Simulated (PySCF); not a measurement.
## Fine-structure interval of Ba⁻ by level of theory

Ba⁻ [Xe] 5d1 6s2 [5d3/2^1, M_J = 3/2] → Ba⁻ [Xe] 5d1 6s2 [5d5/2^1, M_J = 5/2], as a difference of total energies. All numbers are calculated (PySCF 2.14, the two-component X2C-1e Hamiltonian, in x2c-TZVPall-2c with one added diffuse shell each of s, p, d type (12s12p10d1f, 105 functions)). Correlated levels: [Kr] 4d10 frozen; the 28 highest virtual spinors dropped. "Screened" scales the spin-orbit matrix elements by Boettger's factors to mimic the two-electron term; Breit and QED terms are absent.

```csv
method,fine-structure interval (cm⁻¹)
GHF (screened spin-orbit),183.14
GMP2 (screened spin-orbit),-248.94
GHF (bare spin-orbit),255.96
```

The configuration of this anion was assumed by filling the next shell in order. It is not the known or likely ground configuration (Ca⁻, Sr⁻ and Ba⁻, for instance, bind a p electron), so these values are not the electron affinity of the element.
